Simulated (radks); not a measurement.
The numbers below are computed, except where a source is named.
Question: Radial electron density D(r) = 4 pi r^2 rho(r) of an atom or ion with 45 electrons. Code: a radial shooting solver on a logarithmic mesh with Libxc functionals. Model: non-relativistic Kohn-Sham, PBE, spin-polarised, spherical densities, point nucleus.

```
   r/bohr * D(r) (the largest magnitude, 72.5, reaches the edge; | marks zero)
 0.001264 |*
 0.001686 | *
 0.002249 |  *
 0.003024 |   *
 0.004033 |      *
 0.005379 |          *
 0.007175 |                *
 0.009569 |                        *
  0.01276 |                                *
  0.01716 |                                       *
  0.02289 |                                          *
  0.03052 |                                         *
  0.04071 |                                     *
   0.0543 |                                      *
  0.07242 |                                              *
   0.0966 |                                                      *
   0.1299 |                                                 *
   0.1732 |                                      *
    0.231 |                                      *
   0.3081 |                                           *
    0.411 |                                *
   0.5481 |               *
    0.737 |           *
   0.9829 |            *
    1.311 |        *
    1.749 |   *
    2.332 |*
    3.111 *
    4.182 *
    5.578 *
    7.439 *
```

What is the nuclear charge?

Answer: Z = 46. The innermost maximum, from 1s, lies near 1/Z = 0.0217 bohr (found: 0.0240), and its height grows with Z. The density is that of the palladium ion Pd+ in [Kr] 4d9; the configuration itself is not fixed sharply by these data, and Z only to a few units. D(r) has 4 maxima, at r = 0.0240, 0.102, 0.301, 0.915 bohr, and minima at 0.0463, 0.198, 0.680 bohr, inside which lie 2.03, 11.25, 28.99 electrons.
